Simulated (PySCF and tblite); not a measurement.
Values are calculated unless marked as measured or tabulated.
System: C9H10O, numbered as in [OH:1][CH2:2][C:3]1=[CH:4][C@@H:5]2[CH:6]=[CH:7][C@@H:8]3[C@H:9]1[C@H:10]23.

For the Cope rearrangement (breaking C9–C8, making C4–C6): electronic barrier 13.69 kcal/mol, zero-point change -1.02 kcal/mol, thermal and entropy terms at 298.15 K a further 0.08 kcal/mol (symmetry numbers apart). The minimum is C1, the saddle C1. The path came from a restrained scan, a climbing-image band and a saddle search at GFN2-xTB; energies are PBE0/pcSseg-1 + D3(BJ)//GFN2-xTB, thermal terms GFN2-xTB. Rate constants are transition-state-theory values, counting equivalent paths, without tunnelling. (PySCF 2.14 with density fitting, tblite 0.8.)

(1) How many equivalent paths lead out of the minimum?

(2) Work out the rate at 298.15 K.

DFT energies on a tight-binding saddle of a bond shift can be off by several kcal/mol.

Results:

(1) 1: the symmetry number of the minimum is 1, that of the saddle displaced along its mode 1.

(2) ΔG‡ = 12.75 kcal/mol; k_B T/h = 6.2×10¹² s⁻¹; exp(−ΔG‡/RT) = 4.5×10⁻¹⁰; times 1 gives k = 2820 s⁻¹. Wigner's tunnelling factor for the 408i cm⁻¹ mode would be 1.16.
